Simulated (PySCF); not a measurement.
This script is equivalent to a calculation on Er⁶¹⁺ (erbium, charge +61).

```python
from pyscf import gto, scf, dft, mp, cc
mol = gto.M(atom="Er 0 0 0", charge=61, spin=3, symmetry="D2h",
            basis=gto.etbs([(0, 17, 39, 2.2), (1, 10, 51, 2.2), (2, 5, 190, 2.4), (3, 5, 280, 2.4), (4, 4, 430, 2.4)]))
mf = scf.UHF(mol)
mf.irrep_nelec = {'Ag': (2, 2), 'B1u': (1, 0), 'B2u': (1, 0), 'B3u': (1, 0)}
mf.kernel()
```

**Question.** What total energy does it give?

**Answer.** -7222.93670 hartree (calculated).

**Question.** Which occupied shell lies highest, and where?

**Answer.** 2p α, at -13761.8 eV.

**Question.** What is ⟨S²⟩, and what would a pure spin state give?

**Answer.** 3.750, against 3.75.

A non-relativistic calculation at this Z misses sizeable relativistic shifts. Spin-orbit coupling, which splits the p, d and f shells strongly at this Z, is absent. Spin-orbit coupling is strong in this species (close to jj coupling), so the high-spin LS determinant is a model state, not a physical level.
